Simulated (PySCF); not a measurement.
Species: BiH2(CF3), CH2BiF3.
Bonds: Bi1–C4, C4–F5, C4–F6, C4–F7. Hydrogens: H2, H3 on Bi1.

A linear-response calculation (PySCF, def2-SVPD basis, gas phase, vertical, core orbitals frozen in the response) gave these numbers; the functional is withheld.

Orbital energies (eV): HOMO-3 -13.38, HOMO-2 -10.90, HOMO-1 -10.32, HOMO -9.34, LUMO -0.29, LUMO+1 0.24, LUMO+2 0.38.

```
state  E (eV)       f   main configurations (H = HOMO, L = LUMO)
   S1    5.87   0.062                     H→L (82%), H-1→L (14%)
   S2    6.53   0.044                                H→L+2 (87%)
   S3    6.53   0.105                                H→L+1 (87%)
   S4    7.00  0.0006                 H-2→L (78%), H-1→L+2 (19%)
   S5    7.25   0.175                 H-1→L (54%), H-1→L+1 (26%)
   S6    7.60  0.0046  H-1→L+2 (58%), H-2→L+1 (25%), H-2→L (13%)
```

Triplets (Tamm–Dancoff): T1 4.68 eV, H→L (93%); T2 5.42 eV, H→L+2 (80%), H-1→L+2 (11%); T3 5.58 eV, H-1→L (58%), H→L+1 (23%), H-2→L+2 (8%); T4 6.09 eV, H→L+1 (51%), H-1→L (34%).

Vertical ionisation energy by ΔSCF with the same functional: 10.36 eV. Mean static polarisability: 64.1 au.

Orbitals of the list HOMO-3 to LUMO+2 that lie within 0.01 eV of each other are written together with a slash and their weights summed (≥ marks a lower bound); for degenerate orbitals outside that list single weights are arbitrary.

Question: Name the functional.
A. B3LYP
B. PBE
C. HF
D. CAM-B3LYP

Answer: D. CAM-B3LYP is range-separated, 19% exact exchange at short range and 65% at long range (ω = 0.33 bohr⁻¹). In this run −ε(HOMO) = 9.34 eV differs from the ΔSCF value by -1.02 eV, and S1 differs from the orbital gap of 9.04 eV by -3.17 eV. The ratio −ε(HOMO)/IP is 0.90. Small neutral molecules mostly give 0.85 to 0.93 with CAM-B3LYP, 0.5 to 0.7 with PBE, 0.67 to 0.83 with B3LYP; with Hartree–Fock the ratio is 1 or more (Koopmans' value less the relaxation energy is the ΔSCF value).

The calculation used PySCF 2.14.0, density-fitted response routines, TDDFT CAM-B3LYP/def2-SVPD, vertical, gas phase, core orbitals frozen in the response, def2 core potentials past Kr. Geometry: PBE0-D3(BJ)/def2-SVP; no solvent, vibrations or thermal averaging. Spin–orbit coupling is left out.
